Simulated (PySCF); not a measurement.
## C5H5N2S: g tensor and hyperfine couplings

C5H5N2S (doublet state).
Numbering: `[cH:1]1[n:2][s:3][c:4]([C:5]2[CH2:6][CH2:7]2)[n:8]1` (hydrogens: H9 on C1; H10, H11 on C6; H12, H13 on C7)

Geometry (GFN2-xTB, Å), atoms numbered from 1 in this order:
```xyz
13
C5H5N2S angstrom
C      2.8156    0.1289   -0.1661
N      2.8570   -0.0581   -1.4759
S      1.3600   -0.2074   -2.0714
C      0.6571    0.0019   -0.4003
C     -0.6576   -0.0203   -0.1553
C     -2.0119   -0.1528   -0.6789
C     -1.7596    0.0721    0.7982
N      1.6634    0.1696    0.4597
H      3.7384    0.2465    0.3751
H     -2.3454   -1.1280   -1.0085
H     -2.4197    0.6580   -1.2681
H     -1.9881    1.0383    1.2268
H     -1.9136   -0.7482    1.4857
```

The hyperfine couplings belong to this conformer and change with its torsions.

Theory: UKS B3LYP, pcH-1 on C H N S, non-relativistic, mean-field spin-orbit, GIAO (PySCF 2.14.0). The structure is a single GFN2-xTB conformer in the gas phase; no vibrational or solvent corrections. A GFN2-xTB geometry isn't a minimum of the functional, and hyperfine couplings can be far from their values at a DFT geometry. Stability of the SCF solution: not tested. ⟨S²⟩ is 0.774 where a pure state has 0.75.

| Quantity | Value |
| --- | --- |
| g1, g2, g3 | 2.00210, 2.00640, 2.00838 |
| g_iso | 2.00563 |
| Form of g | rhombic: the two nearest values differ by 32 % of g3 − g1 |
| ⟨S²⟩ | 0.7743 (exact 0.7500) |
| Total energy | -701.15283 Eh |
| Basis functions | 260 |

Isotropic coupling and dipolar principal values T1 to T3, in MHz:

```
atom  isotope  a_iso  of which spin–orbit     T1     T2    T3  Mulliken spin population
  C1      13C  -21.4                  0.0  -17.7    7.1  10.6                     -0.11
  N2      14N   11.2                  0.1  -13.2  -13.1  26.2                      0.26
  S3      33S    4.7                 -0.2  -22.6  -19.1  41.7                      0.20
  C4      13C  -44.2                  0.1  -20.5    7.3  13.2                     -0.16
  C5      13C   54.7                 -0.2  -50.7  -46.6  97.3                      0.57
  C6      13C  -17.3                  0.0   -2.4    0.1   2.3                     -0.04
  C7      13C  -17.3                  0.0   -2.6    0.2   2.4                     -0.04
  N8      14N    9.3                  0.1  -10.9  -10.7  21.6                      0.23
  H9       1H    4.9                  0.0   -3.1   -0.3   3.4                      0.00
 H10       1H   52.2                  0.0   -2.7   -2.3   5.0                      0.02
 H11       1H   52.1                  0.0   -2.7   -2.3   5.0                      0.02
 H12       1H   52.8                  0.0   -2.6   -2.5   5.1                      0.02
 H13       1H   52.9                  0.0   -2.6   -2.5   5.1                      0.02
```

The Mulliken spin populations are largest on C5 (+0.57), N2 (+0.26), N8 (+0.23) and S3 (+0.20). Four atoms exceed +0.15. The positive populations add up to 1.35 and the negative ones to -0.35, together 2S = 1. The angles at C5 add up to 360.0°, so it is planar.

C5, the radical centre as drawn in `c1nsc([C]2CC2)n1`, holds a spin population of +0.57 out of 1.

Axes: g2 points within 10° of the C1–N2 bond and g3 points within 3° of the C4–C5 bond.

Under fast tumbling the dipolar parts average out, and these isotropic splittings remain: 2 × 1H (H12/H13, I = 1/2, 3 lines) with 1.88 mT, 2 × 1H (H10/H11, I = 1/2, 3 lines) with 1.86 mT, 1 × 14N (N2, I = 1, 3 lines) with 0.40 mT, 1 × 14N (N8, I = 1, 3 lines) with 0.33 mT and 1 × 1H (H9, I = 1/2, 2 lines) with 0.17 mT.

Class means assume fast exchange of nuclei equivalent by connectivity; if that motion is slow, each nucleus keeps its own coupling. C6 and C7, with what hangs on them, aren't averaged: C5 is flat or nearly so (angle sum 360°), and its turn about the short C5–C4 bond (1.34 Å) is taken as slow.

The 13C coupling of C5 (54.7 MHz) shows only in satellite lines or after enrichment, since that isotope makes up about 1.07 % of natural carbon.

Examples of negative spin density at the nucleus (bohr⁻³): C4 (-0.0394), C1 (-0.0191) and C7 (-0.0154).
